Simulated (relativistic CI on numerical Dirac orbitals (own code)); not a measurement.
Er III: sensitivity of the levels to the model

Base calculation: Dirac-Coulomb-Breit CI, orbitals from a KLI potential per configuration, model QED, valence Slater integrals scaled by 0.85, P86 correlation energy added to each configuration.

Configuration list (outside the closed core [Kr] 4d10 5s2): 4f12 5p6, 4f11 5p6 5d, 4f11 5p6 6s, 4f11 5p6 6p, 4f11 5p6 7s, 4f12 5p5 5d, 4f11 5p6 6d, 4f11 5p6 7p, 4f10 5p6 6s 6p, 4f11 5p6 8s, 4f11 5p6 7d, 4f11 5p6 5g, 4f11 5p6 8d, 4f11 5p6 6g, 4f12 5p5 6s, 4f13 5p5. Double excitations out of closed p, d and f shells are left out; levels of such configurations are missing from the list, as are those of other unlisted configurations, and high levels can miss mixing partners.

Variants: (1) Slater integrals left unscaled; (2) valence Slater integrals scaled by 0.75; (3) Breit term removed; (4) non-relativistic limit. Shifts of the energy above 4f11 5p6 5d 5G°_6, in cm⁻¹, for the lowest level and the first level of each name with at least 55 % of one term (blank where a level changes its place among those of its configuration and J or its character, or is not in the variant):

| Level | Base | Δ(1) | Δ(2) | Δ(3) | Δ(4) |
| --- | --- | --- | --- | --- | --- |
| 4f11 5p6 5d 5G°_6 | 0.0 | 0.0 | 0.0 | 0.0 | 0.0 |
| 4f11 5p6 5d 5H°_7 | 765.4 | +62.9 | -45.5 | +45.2 | -728.2 |
| 4f11 5p6 5d 5L°_10 | 2566.9 | +238.3 | -151.5 | +152.8 | -1798.3 |
| 4f11 5p6 5d 5K°_9 | 4138.8 | +487.6 | -320.2 | +145.3 | -2135.4 |
| 4f11 5p6 5d 5G°_5 | 4803.4 | +159.4 | -144.1 | +184.3 | -4803.4 |
| 4f11 5p6 6s 5I°_8 | 5240.0 | +601.1 | -396.4 | -5.4 |  |
| 4f11 5p6 5d 5H°_6 | 5451.4 | +239.4 | -196.5 | +208.2 | -5414.1 |
| 4f12 5p6 3H_6 | 6370.7 | +3903.8 | -2584.3 | +877.7 | -34421.1 |
| 4f11 5p6 5d 5L°_8 | 8524.5 | +426.3 | -259.6 | +372.9 |  |
| 4f11 5p6 5d 5G°_4 | 9385.4 | +175.4 | -168.8 | +363.4 | -9385.4 |
| 4f11 5p6 5d 5L°_9 | 9734.0 |  | -224.0 | +459.1 |  |
| 4f11 5p6 6s 5I°_7 | 12035.4 |  | -427.5 |  |  |
| 4f11 5p6 6s 5I°_6 | 12397.4 | +722.6 | -451.2 | +301.7 |  |
| 4f12 5p6 3H_5 | 13270.4 | +3960.4 | -2617.8 | +1262.2 | -41320.8 |

For a near-neutral ion this model can misplace configurations by up to about 10,000 cm⁻¹ (more where the count of f electrons changes) and terms by 10 to 25 % of their spread. Rates follow the energies as ν³ (E1, M1) or ν⁵ (E2), so they and the lifetimes can be off by large factors. The fine structure of a lone outer electron comes out too small, for d and f at times inverted, and misplaced configurations move strength between like terms. 13 of the 23 excited levels that our extract of the measured tables holds in this range could be paired (the sources list more); they are missed by 15871 cm⁻¹ on average and 23139 at most, and levels without a partner can miss by more. Some levels of the ground configuration have no partner and can miss by 10 % or more. The computed lowest level isn't the tabulated ground level, which NIST ASD gives as 4f12 3H6.

Ionisation energy from the two ground configurations alone: base 19.7 eV; Slater integrals left unscaled 19.3 eV; valence Slater integrals scaled by 0.75 19.96 eV; Breit term removed 19.6 eV. The NIST ASD value (semi-empirical) is 22.7 eV. The gap of more than 2 % comes from missing correlation, or from a tabulated value that is itself an estimate.

LS names give the leading component of a level, which can be under half, so a name can repeat, a term be missing and a line seem to break the LS rules.
